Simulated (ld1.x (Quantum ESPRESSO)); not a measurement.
**lanthanum (La): excitation energies, all-electron against RRKJ**

* Element: lanthanum
* Generator: ld1.x (Quantum ESPRESSO) 7.5
* Type: norm-conserving RRKJ (Kleinman–Bylander form)
* Functional: revPBE
* Relativity: scalar-relativistic
* Frozen core: [Kr] 4d10
* Valence charge: 11
* Reference configuration: 4f0 5s2 5p6 5d1 6s2 6p0
* Partial waves: 5s (bound): rc 1.65 bohr; 5p (bound): rc 2.30 bohr; 5d (bound): rc 2.45 bohr; 4f (bound, empty): rc 1.25 bohr
* Local potential: all-electron potential smoothed inside 1.95 bohr (lloc = -1)
* Core correction: none
* rho0: 0.01

Occupied shells without a wave of their own: 6s. They enter only through the test configuration that unscreens the potential.

Energies are relative to the spin-unpolarised reference configuration 4f0 5s2 5p6 5d1 6s2 6p0; without spin polarisation the order of configurations can differ from experiment.

```tsv
valence configuration	charge	ΔE all-electron (eV)	error AE − PS (meV)
4f0 5s2 5p6 5d1 6s1 6p0	+1	5.896	-125
4f0 5s2 5p6 5d1 6s0 6p0	+2	16.656	-338
4f0 5s2 5p6 5d0 6s0 6p0	+3	35.550	-491
4f1 5s2 5p6 5d1 6s0 6p0	+1	6.805	+904
4f0 5s2 5p6 5d0 6s2 6p0	+1	6.347	+13
```

Question: What are ΔE and the potential's error for 4f0 5s2 5p6 5d1 6s1.5 6p0?

Answer: ΔE = 2.373 eV all-electron; the error (AE − PS) is -54 meV.

Question: What are ΔE and the potential's error for 4f0 5s2 5p6 5d2 6s1 6p0?

Answer: ΔE = 0.776 eV all-electron; the error (AE − PS) is -76 meV.

Levels in the configuration 4f0 5s2 5p6 5d0 6s2 6p0:

```json
{"level": "5s", "all-electron (eV)": "-46.913", "pseudo (eV)": "-46.802"}
{"level": "5p", "all-electron (eV)": "-30.196", "pseudo (eV)": "-30.115"}
{"level": "6s", "all-electron (eV)": "-9.196", "pseudo (eV)": "-9.336"}
```

These tests converged, but a pseudo level misses the all-electron one widely, so the file describes the atom poorly there or has found another state: 4f1 5s2 5p6 5d1 6s0 6p0: 4f by 1.3 eV. The 6s level has no wave, so the channel is fitted at the deeper level alone: the likely source of the large errors.
